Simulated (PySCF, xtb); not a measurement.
C5H10O, SMILES CCOC1CC1. The values are those of a single conformer.

Harmonic wavenumbers (cm⁻¹) from GFN2-xTB run with xtb at its own minimum, in rising order: 68, 95, 174, 203, 349, 406, 472, 793, 835, 840, 868, 939, 982, 1024, 1061, 1079, 1084, 1095, 1133, 1152, 1152, 1177, 1251, 1265, 1337, 1361, 1400, 1420, 1473, 1475, 1494, 1497, 2837, 2875, 2937, 3046, 3051, 3055, 3090, 3094, 3104, 3123.

Problem. What does PBE-D3(BJ)/def2-SVP (PySCF) give at its own minimum? (The exact figures need the calculation; the answer reports its results.)

Solution. 79, 110, 180, 252, 356, 414, 468, 735, 783, 797, 804, 888, 949, 969, 1004, 1022, 1058, 1079, 1117, 1136, 1140, 1177, 1215, 1245, 1313, 1336, 1367, 1378, 1403, 1426, 1440, 1460, 2889, 2926, 2980, 2999, 3062, 3070, 3074, 3079, 3157, 3169. Paired by order, the mean absolute difference is 33 cm⁻¹ and the zero-point energies are 87.4 and 86.5 kcal/mol.
